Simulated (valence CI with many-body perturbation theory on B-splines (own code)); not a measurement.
## Pd³²⁺: electric-dipole lines

Computed by configuration interaction combined with many-body perturbation theory (CI+MBPT): four valence electrons over a frozen Dirac-Fock core [Ne], radial functions for each j: 11 s, 11 p, 9 d, 7 f, 5 g, 2 h, 1 i, with the one-electron correlation potential Σ1 (screened to all orders), the two-electron term Σ2, the three-electron term Σ3, Breit, model QED; selected single and double excitations, second order for the rest (own B-spline code, finite nucleus).

No measured spectrum was set against this ion. As an estimate, large intervals hold to a few tenths of a per cent, small ones and those within an open d or f shell to about a per cent.

Lines 201 to 235 of 235 in falling wavelength, among levels below 317.68 eV, chosen from the strongest by gf and those to the six lowest levels. Wavelengths and rates use the calculated energies. Electric multipoles are in the length gauge, E1 and E2 with the static RPA response of the core. Weak lines are less certain than strong ones. Lines between different terms over intervals too small for the method are left out, as are lines whose strength nearly cancels. Where a level lies close to another of its J and parity, the split of strength between their lines is uncertain. The highest levels of a list are the least certain.

Levels are named by their leading jj configuration (3d3/2^4 stands for four electrons in 3d with j = 3/2), which in mixed levels can hold well under half, so a name can repeat and another be missing. Letters in brackets count levels of one name in rising energy.

```csv
λ vac (nm),Upper,Lower,A (s⁻¹),S (a.u.) with core polarisation,S without
7.165,(3s^2 3p1/2 3d3/2) J=1,(3s^2 3p1/2^2) J=0,1.96e+11,1.07e-01,1.09e-01
7.132,(3s^2 3p3/2 3d3/2) J=0,(3s^2 3p1/2 3p3/2) J=1,2.15e+11,3.84e-02,3.93e-02
7.103,(3s 3p3/2^2 3d3/2) J=2,(3s 3p1/2 3p3/2^2) J=2 [a],4.68e+10,4.14e-02,4.23e-02
7.090,(3s 3p1/2 3p3/2 3d5/2) J=2 [b],(3s 3p1/2^2 3p3/2) J=2,3.70e+10,3.25e-02,3.33e-02
7.073,(3s 3p1/2 3p3/2 3d3/2) J=3 [b],(3s 3p1/2^2 3p3/2) J=2,8.37e+08,1.02e-03,1.05e-03
7.063,(3s 3p3/2^2 3d5/2) J=0,(3s 3p1/2^2 3p3/2) J=1,6.88e+10,1.20e-02,1.22e-02
7.058,(3s 3p3/2^2 3d3/2) J=1 [b],(3s 3p1/2 3p3/2^2) J=2 [a],3.84e+10,2.00e-02,2.04e-02
7.018,(3s 3p1/2 3p3/2 3d3/2) J=1 [c],(3s 3p1/2^2 3p3/2) J=2,3.72e+08,1.91e-04,1.95e-04
7.015,(3s 3p1/2 3p3/2 3d3/2) J=2 [e],(3s 3p1/2^2 3p3/2) J=1,1.29e+11,1.10e-01,1.13e-01
6.921,(3s 3p1/2 3p3/2^2) J=1 [b],(3s^2 3p1/2^2) J=0,5.05e+10,2.48e-02,2.54e-02
6.909,(3s 3p3/2^3) J=1,(3s^2 3p1/2 3p3/2) J=2,1.40e+10,6.83e-03,6.98e-03
6.841,(3s^2 3p3/2 3d5/2) J=2,(3s^2 3p1/2 3p3/2) J=2,6.66e+07,5.26e-05,5.32e-05
6.774,(3s 3p1/2 3p3/2 3d5/2) J=3 [c],(3s 3p1/2^2 3p3/2) J=2,5.55e+10,5.96e-02,6.10e-02
6.732,(3s^2 3p3/2 3d5/2) J=3,(3s^2 3p1/2 3p3/2) J=2,2.10e+10,2.22e-02,2.26e-02
6.719,(3s 3p3/2^3) J=1,(3s^2 3p1/2 3p3/2) J=1,3.91e+09,1.75e-03,1.79e-03
6.696,(3s 3p1/2 3p3/2 3d3/2) J=1 [d],(3s 3p1/2^2 3p3/2) J=2,3.03e+08,1.35e-04,1.38e-04
6.654,(3s^2 3p3/2 3d5/2) J=2,(3s^2 3p1/2 3p3/2) J=1,2.21e+09,1.61e-03,1.64e-03
6.636,(3s 3p1/2 3p3/2 3d5/2) J=3 [d],(3s 3p1/2^2 3p3/2) J=2,8.10e+06,8.18e-06,8.07e-06
6.590,(3s 3p1/2 3p3/2 3d5/2) J=1 [b],(3s 3p1/2^2 3p3/2) J=2,2.63e+09,1.11e-03,1.14e-03
6.544,(3s 3p3/2^2 3d3/2) J=1 [b],(3s 3p1/2^2 3p3/2) J=1,1.79e+10,7.43e-03,7.59e-03
6.417,(3s 3p1/2 3p3/2 3d3/2) J=2 [e],(3s 3p1/2^2 3p3/2) J=2,1.33e+09,8.67e-04,8.88e-04
6.394,(3s^2 3p3/2 3d5/2) J=1,(3s^2 3p1/2 3p3/2) J=2,1.08e+07,4.17e-06,4.39e-06
6.383,(3s 3p1/2 3p3/2 3d5/2) J=2 [c],(3s 3p1/2^2 3p3/2) J=2,1.61e+07,1.03e-05,1.06e-05
6.367,(3s 3p1/2 3p3/2 3d5/2) J=1 [c],(3s 3p1/2^2 3p3/2) J=2,1.96e+08,7.50e-05,7.68e-05
6.308,(3s 3p1/2 3p3/2 3d5/2) J=3 [e],(3s 3p1/2^2 3p3/2) J=2,9.29e+09,8.06e-03,8.23e-03
6.249,(3s 3p1/2 3p3/2 3d5/2) J=2 [d],(3s 3p1/2^2 3p3/2) J=2,1.11e+09,6.69e-04,6.84e-04
6.230,(3s^2 3p3/2 3d5/2) J=1,(3s^2 3p1/2 3p3/2) J=1,2.01e+09,7.21e-04,7.37e-04
6.216,(3s 3p1/2 3p3/2 3d5/2) J=2 [e],(3s 3p1/2^2 3p3/2) J=2,2.07e+09,1.23e-03,1.26e-03
6.209,(3s 3p3/2^2 3d3/2) J=1 [a],(3s 3p1/2^2 3p3/2) J=2,3.09e+08,1.10e-04,1.12e-04
6.146,(3s 3p3/2^2 3d3/2) J=3,(3s 3p1/2^2 3p3/2) J=2,3.56e+08,2.85e-04,2.92e-04
6.081,(3s^2 3p3/2 3d3/2) J=1,(3s^2 3p1/2^2) J=0,2.74e+07,9.12e-06,9.38e-06
6.054,(3s 3p3/2^2 3d3/2) J=2,(3s 3p1/2^2 3p3/2) J=2,7.58e+09,4.15e-03,4.25e-03
6.021,(3s 3p3/2^2 3d3/2) J=1 [b],(3s 3p1/2^2 3p3/2) J=2,3.63e+09,1.17e-03,1.20e-03
5.712,(3s 3p3/2^3) J=1,(3s^2 3p1/2^2) J=0,4.24e+08,1.17e-04,1.20e-04
5.355,(3s^2 3p3/2 3d5/2) J=1,(3s^2 3p1/2^2) J=0,1.18e+09,2.68e-04,2.74e-04
```
